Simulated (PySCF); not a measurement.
Fill in the blanks.

Species: CH9FOSi3.
SMILES: `CO[SiH2][Si@H](F)[SiH3]`

Conformer (atom-mapped SMILES and torsion angles): `[CH3:1][O:2][SiH2:3][Si@H:4]([F:5])[SiH3:6]`: C1–O2–Si3–Si4 54°, O2–Si3–Si4–F5 -83°.

| property | level | value |
| --- | --- | --- |
| point group of the GFN2-xTB geometry | GFN2-xTB | C1 |
| rotational constants A, B, C of the GFN2-xTB geometry | GFN2-xTB | 3.468, 0.856, 0.746 GHz |
| dipole moment | CAM-B3LYP/def2-SVPD | 0.58 D |
| HOMO energy | CAM-B3LYP/def2-SVPD | -9.04 eV |
| LUMO energy | CAM-B3LYP/def2-SVPD | -0.28 eV |
| lowest singlet excitation | TDDFT CAM-B3LYP/def2-SVPD | ? |
| strongest line among the 8 lowest singlet transitions | TDDFT CAM-B3LYP/def2-SVPD | S8 at 7.54 eV (165 nm, f = 0.105) |
| lowest triplet excitation (Tamm–Dancoff) | TDA CAM-B3LYP/def2-SVPD | 4.79 eV |
| static isotropic polarisability | CAM-B3LYP/def2-SVPD | 100.3 au |
| electronic spatial extent ⟨r²⟩ about the centre of nuclear charge | CAM-B3LYP/def2-SVPD | 1564 bohr² |
| 13C chemical shifts (computed TMS as zero) by class | GIAO PBE0/pcSseg-1 | 54.6 (1 C) ppm |
| 1H chemical shifts (computed TMS as zero) by class | GIAO PBE0/pcSseg-1 | ? |
| isotropic shieldings of nuclei other than C and H, by class | GIAO PBE0/pcSseg-1 | ? |

Gas-phase values; electronic properties from PySCF, density fitting. Isolated species at its GFN2-xTB geometry (one conformer only). NMR classes are plain means over equivalent atoms (diastereotopic ones count apart unless rotation or inversion swaps them), as if these changed places fast; in this geometry the members of some classes differ.

(1) Give the 1H chemical shifts (computed TMS as zero) by class.

(2) What is the lowest singlet excitation?

(3) The isotropic shieldings of nuclei other than C and H, by class?

Results:

(1) 6.58 (1 H), 5.56 (1 H), 5.05 (1 H), 3.85 (3 H), 3.46 (3 H) ppm.

(2) 5.42 eV (229 nm, f = 0.022).

(3) 352 (1 O), 449 (1 F), 319 (1 Si), 372 (1 Si), 470 (1 Si) ppm.

The rotational constants make it an asymmetric top with κ = (2B − A − C)/(A − C) = -0.92, nearer the prolate limit (−1). The principal polarisabilities are 83.2, 93.2 and 124.6 au; their mean is the isotropic value. The vertical singlet–triplet gap S1 − T1 is 0.63 eV (TDDFT singlet less Tamm–Dancoff triplet; S1: HOMO→LUMO, weight 0.92; T1: HOMO→LUMO, weight 0.88). The polarisability is 14.87 Å³ as a volume (1 au = 0.148185 Å³), or 1.36 au for each of the 74 electrons.

For the TDDFT job (CAM-B3LYP/def2-SVPD), hardware: Arm Neoverse N1, one thread, shared host. Cost: 70 s wall.
